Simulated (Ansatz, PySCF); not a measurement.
This Ansatz (a first-principles code) input computes a B3LYP/def2-TZVPD energy:

Ansatz 0.2 input:
```yaml
crystal:
  periodic: [false, false, false]
  atoms:
    - {symbol: Mg, position_ang: [-0.00000000, -0.00000000, -0.75643864]}
    - {symbol: O, position_ang: [0.00000000, 0.00000000, 1.13465797]}
basis:
  gaussian:
    orbitals: def2-TZVPD
hamiltonian:
  xc: {name: B3LYP}
magnetization: {spin_polarized: true, initial_magnetization: 2}
output: {forces: true}
```

Question: Write an input for the same energy in PySCF and say what it gives.

Answer: 
```python
from pyscf import gto, scf, dft

mol = gto.M(
    atom='''
    Mg   -0.00000000   -0.00000000   -0.75643864
    O     0.00000000    0.00000000    1.13465797
    ''',
    basis='def2-tzvpd',
    charge=0,
    spin=2,
    symmetry='C2v',
    verbose=4,
)

mf = dft.UKS(mol, xc='b3lyp').density_fit(auxbasis='def2-universal-jkfit')
mf.grids.level = 3
mf.conv_tol = 1e-9
mf.max_cycle = 100
mf.max_memory = 1500
mf.kernel()
if not mf.converged:
    mf = mf.newton()
    mf.kernel(mf.make_rdm1())
mf.analyze()
```
It gives -275.27595 Eh, and Ansatz -275.27592 Eh, a difference of 0.03 mEh, from the treatment of integrals and grids.

This is an excited triplet: at this geometry the singlet lies 0.07 eV lower at CCSD(T)/CBS(def2-TZVPPD,def2-QZVPPD).
